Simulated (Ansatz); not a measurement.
The same substitution along the group F, Cl, Br.

Gas-phase electronic energies from Ansatz, PBE0-D4/def2-TZVP geometries. CCSD(T)/CBS is the MP2 limit (def2-TZVPP, def2-QZVPP) plus CCSD(T) − MP2 in def2-TZVPP, frozen cores. This one scheme is used for every species. Functionals use def2-TZVPP. For Br outer-core shells are correlated without core-valence functions, which leaves a few kJ/mol of doubt a bond. Scalar relativity is left out up to krypton.

```
                        reaction  CCSD(T)/CBS(def2) (eV)
   `N#CCF` + H–F → `FCF` + `C#N`                    0.25
`N#CCCl` + HCl → `ClCCl` + `C#N`                       ?
`N#CCBr` + HBr → `BrCBr` + `C#N`                    0.39
```

Fill in the missing values. (Best estimate.)

Ansatz gave: `N#CCCl` + HCl → `ClCCl` + `C#N`: +0.42 eV.

Largest T1 diagnostic: 0.014, for `C#N`.
